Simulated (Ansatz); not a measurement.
## Worked example: the step energy

An elementary step of BHClF3, closed shell (BF₃ ([F][B]([F])[F]) + HCl → BClF₂ ([F][B]([F])[Cl]) + HF; B–F, H–Cl broken or loosened, B–Cl, F–H formed or tightened). “Start” and “end” are the PBE0-D4/def2-TZVP structures reached by relaxing down either side of its saddle point, with the molecules still in contact.

Program: Ansatz 0.2.0. Basis: def2-TZVPP and def2-QZVPP. Cores are frozen in the correlated methods.

Energies in eV:

| quantity | end | start |
| --- | --- | --- |
| Hartree–Fock, triple zeta (X = 3) | -21317.77484 | -21318.59042 |
| Hartree–Fock, quadruple zeta (X = 4) | -21318.51429 | -21319.33638 |
| MP2 correlation, X = 3 | -28.51237 | -28.30091 |
| MP2 correlation, X = 4 | -31.24244 | -31.00679 |
| CCSD(T) correlation, X = 3 | -29.93156 | -29.77209 |

Q: Work out the step energy at the basis limit: extrapolate Hartree–Fock as E(X) = E∞ + A exp(−7.88 √X) and the MP2 correlation as E(X) = E∞ + B X^−2.97 (the exponents that Neese and Valeev fitted for def2-TZVPP and QZVPP), then add CCSD(T) − MP2 in triple zeta.

A: Each step is linear, so take the differences first (end − start): Hartree–Fock 0.81558 (X = 3) and 0.82209 (X = 4); MP2 correlation -0.21146 and -0.23565; CCSD(T) correlation -0.15947.
Two points give E∞ = E(4) + w [E(4) − E(3)], with w = 1/(exp(7.88 (2 − √3)) − 1) = 0.1377 for Hartree–Fock and w = 1/((4/3)^2.97 − 1) = 0.7407 for the correlation.
Hartree–Fock: 0.82209 + 0.1377 × 0.00651 = 0.8230 eV.
MP2 correlation: -0.23565 + 0.7407 × (-0.02419) = -0.2536 eV.
CCSD(T) − MP2: -0.15947 − (-0.21146) = 0.0520 eV.
Sum: 0.8230 + (-0.2536) + 0.0520 = 0.6214 eV, or 14.33 kcal/mol. Plain CCSD(T) in triple zeta gives 0.6561 eV, so the larger basis shifts the result by -0.0347 eV.

T1 diagnostic: at most 0.012.

Labels in which every atom is bracketed show which atoms are joined, not bond orders.

For scale, one of the runs: CCSD(T)/def2-TZVPP, 180 basis functions, launched by `ansatz run in.yaml --threads 4 --pin off --events-out ev --progress --plain --max-ram 9574MiB`. The run took 13 s on 4 CPU threads of an Arm Neoverse V2 (shared host), with 1.3 GiB of host memory at its peak.
